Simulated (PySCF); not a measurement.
Isomers of C5H11O2PSi2.

All values: PBE0/pcSseg-1 (PySCF) at GFN2-xTB geometries, gas phase, one conformer each.

Question: Rank by dipole moment, highest first.
A. `[O:1]=[C:2]([SiH2:3][SiH2:4][PH2:5])[C:6](=[O:7])[CH:8]1[CH2:9][CH2:10]1` with O1–C2–Si3–Si4 -100°, C2–Si3–Si4–P5 167°, Si3–Si4–P5–H 73° and 166°, O1–C2–C6–O7 153°, C2–C6–C8–C9 153°
B. `[CH2:1]=[C:2]([CH3:3])[C:4](=[O:5])[C:6](=[O:7])[SiH2:8][SiH2:9][PH2:10]` with C1–C2–C4–O5 -14°, C2–C4–C6–O7 -63°, C4–C6–Si8–Si9 55°, C6–Si8–Si9–P10 156°, Si8–Si9–P10–H -167° and -74°
C. `[CH3:1][O:2][C:3](=[O:4])[C:5]#[C:6][SiH2:7][PH:8][SiH2:9][CH3:10]` with C1–O2–C3–O4 -1°, C6–Si7–P8–Si9 -144°, Si7–P8–Si9–C10 166°

Answer: B (3.60 D), A (3.12 D), C (1.18 D).

Question: Rank by the highest IAO charge on any atom, highest value first.
A. `[CH:1]#[C:2][C@@H:3]([CH3:4])[Si@@H:5]([O:6][CH:7]=[O:8])[SiH2:9][PH2:10]` with C2–C3–Si5–O6 169°, C3–Si5–O6–C7 132°, Si5–O6–C7–O8 3°, C3–Si5–Si9–P10 -62°, Si5–Si9–P10–H -119° and 148°
B. `[O:1]=[C:2]([SiH2:3][SiH2:4][PH2:5])[C:6](=[O:7])[CH:8]1[CH2:9][CH2:10]1` with O1–C2–Si3–Si4 -100°, C2–Si3–Si4–P5 167°, Si3–Si4–P5–H 73° and 166°, O1–C2–C6–O7 153°, C2–C6–C8–C9 153°
C. `[CH3:1][O:2][C:3](=[O:4])[C:5]#[C:6][SiH2:7][PH:8][SiH2:9][CH3:10]` with C1–O2–C3–O4 -1°, C6–Si7–P8–Si9 -144°, Si7–P8–Si9–C10 166°

Answer: A (+0.824 e), C (+0.609 e), B (+0.395 e).

Question: Rank by LUMO energy, highest first.
A. `[CH:1]#[C:2][C@@H:3]([CH3:4])[Si@@H:5]([O:6][CH:7]=[O:8])[SiH2:9][PH2:10]` with C2–C3–Si5–O6 169°, C3–Si5–O6–C7 132°, Si5–O6–C7–O8 3°, C3–Si5–Si9–P10 -62°, Si5–Si9–P10–H -119° and 148°
B. `[CH3:1][O:2][C:3](=[O:4])[C:5]#[C:6][SiH2:7][PH:8][SiH2:9][CH3:10]` with C1–O2–C3–O4 -1°, C6–Si7–P8–Si9 -144°, Si7–P8–Si9–C10 166°
C. `[CH2:1]=[C:2]([CH3:3])[C:4](=[O:5])[C:6](=[O:7])[SiH2:8][SiH2:9][PH2:10]` with C1–C2–C4–O5 -14°, C2–C4–C6–O7 -63°, C4–C6–Si8–Si9 55°, C6–Si8–Si9–P10 156°, Si8–Si9–P10–H -167° and -74°
D. `[O:1]=[C:2]([SiH2:3][SiH2:4][PH2:5])[C:6](=[O:7])[CH:8]1[CH2:9][CH2:10]1` with O1–C2–Si3–Si4 -100°, C2–Si3–Si4–P5 167°, Si3–Si4–P5–H 73° and 166°, O1–C2–C6–O7 153°, C2–C6–C8–C9 153°

Answer: A (-0.44 eV), B (-1.66 eV), D (-2.79 eV), C (-3.02 eV).

All values together:

| SMILES | μ (D) | HOMO (eV) | LUMO (eV) | lowest IAO charge (e) | highest IAO charge (e) | lowest Hirshfeld charge (e) | highest Hirshfeld charge (e) |
| --- | --- | --- | --- | --- | --- | --- | --- |
| C#C[C@@H](C)[Si@@H](OC=O)[SiH2]P | 1.14 | -7.27 | -0.44 | -0.549 (O) | +0.824 (Si) | -0.212 (O) | +0.343 (Si) |
| C=C(C)C(=O)C(=O)[SiH2][SiH2]P | 3.60 | -6.72 | -3.02 | -0.435 (C) | +0.381 (Si) | -0.195 (O) | +0.225 (Si) |
| COC(=O)C#C[SiH2]P[SiH2]C | 1.18 | -7.40 | -1.66 | -0.705 (C) | +0.609 (Si) | -0.245 (O) | +0.309 (Si) |
| O=C([SiH2][SiH2]P)C(=O)C1CC1 | 3.12 | -6.90 | -2.79 | -0.415 (O) | +0.395 (Si) | -0.193 (O) | +0.217 (Si) |

Conformers: `[CH:1]#[C:2][C@@H:3]([CH3:4])[Si@@H:5]([O:6][CH:7]=[O:8])[SiH2:9][PH2:10]` with C2–C3–Si5–O6 169°, C3–Si5–O6–C7 132°, Si5–O6–C7–O8 3°, C3–Si5–Si9–P10 -62°, Si5–Si9–P10–H -119° and 148°; `[CH2:1]=[C:2]([CH3:3])[C:4](=[O:5])[C:6](=[O:7])[SiH2:8][SiH2:9][PH2:10]` with C1–C2–C4–O5 -14°, C2–C4–C6–O7 -63°, C4–C6–Si8–Si9 55°, C6–Si8–Si9–P10 156°, Si8–Si9–P10–H -167° and -74°; `[CH3:1][O:2][C:3](=[O:4])[C:5]#[C:6][SiH2:7][PH:8][SiH2:9][CH3:10]` with C1–O2–C3–O4 -1°, C6–Si7–P8–Si9 -144°, Si7–P8–Si9–C10 166°; `[O:1]=[C:2]([SiH2:3][SiH2:4][PH2:5])[C:6](=[O:7])[CH:8]1[CH2:9][CH2:10]1` with O1–C2–Si3–Si4 -100°, C2–Si3–Si4–P5 167°, Si3–Si4–P5–H 73° and 166°, O1–C2–C6–O7 153°, C2–C6–C8–C9 153°.
